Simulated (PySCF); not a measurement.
A structure optimised at B3LYP-D3(BJ)/def2-SVP, used in a PySCF frequency run:

```
Sb
F 1 1.9110
F 1 1.9110 2 98.85
F 1 1.9718 2 96.40 3 97.53
F 1 1.9718 2 96.40 4 164.94
```
Charge 0, spin multiplicity 2.

Q: Write its SMILES, formula and point group.

A: [F][Sb]([F])([F])[F], F₄Sb, C2v

Q: What are its rotational constants (standard atomic weights)?

A: 3.6855, 2.5211, 2.2617 GHz
